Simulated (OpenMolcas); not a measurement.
## Mn3+, Tc3+, Re3+: d4 down the group

- Program: OpenMolcas 26.06
- Method: CASSCF
- Basis: ANO-RCC-VTZP
- Scalar Hamiltonian: DKH2, point nucleus
- Spin-orbit coupling: state interaction with AMFI integrals over the reference wave functions, term energies averaged over their components

Active space for each ion: 4 electrons in 5 orbitals (d).

Computed levels in cm-1 above 5D0:

```csv
Level,Mn3+,Tc3+,Re3+
5D1,101,321,2445
5D2,299,898,5119
5D3,586,1660,7596
5D4,954,2556,9768
3H4,23651,18087,19225
3H5,23859,18815,23190
3H6,24094,19485,25143
3P0(1),25487,18279,17809
3P1(1),26081,20028,23821
weight of 5D in the lowest level (%),100,98,79
```

Mixed levels, with the weight of the term that names them: Re3+ 3H4 (63 %), Re3+ 3P0(1) (67 %).

Measured, with the error of the calculation in %. Measured levels: Mn3+ from Corliss and Sugar, J. Phys. Chem. Ref. Data 6, 1253 (1977); Re3+ from the list in Brasseur, Gamrath and Quinet, At. Data Nucl. Data Tables 157, 101636 (2024).

```tsv
Level	Mn3+	Re3+
5D1	99.0 (+2.0)	3084 (-20.7)
5D2	287 (+4.1)	5979 (-14.4)
5D3	552 (+6.1)	8350 (-9.0)
5D4	886 (+7.7)	10121 (-3.5)
3H4	21281 (+11.1)	16946 (+13.4)
3H5	21475 (+11.1)	20930 (+10.8)
3H6	21679 (+11.1)	22896 (+9.8)
3P0(1)	20654 (+23.4)	
3P1(1)	21279 (+22.6)	19340 (+23.2)
```

The fine-structure level 5D4 changes by a factor of 10.2 from Mn3+ to Re3+.

Without spin-orbit coupling 3H lies 23330, 17407, 16496 cm-1 above 5D in that order; the difference to the level 3H4, of either sign, comes from spin-orbit coupling, which also lowers the zero.

Without dynamic correlation excited terms often stand tens of per cent too high (terms of higher spin than the ground term too low), and those without a measured partner can miss by more than the paired ones. Some levels mix across a computed gap that differs much from the measured one, so their mixing is not that of the real levels (holds for Re3+). Computed and measured levels are paired by configuration, term and J; levels that our copy of the source lacks, or whose pairing is in doubt (as where it misses far off the trend of its configuration), stay unpaired and out of the deviations. Only configurations of the active space appear.

A number in round brackets counts repeated terms of one configuration in the order of the reference energies.
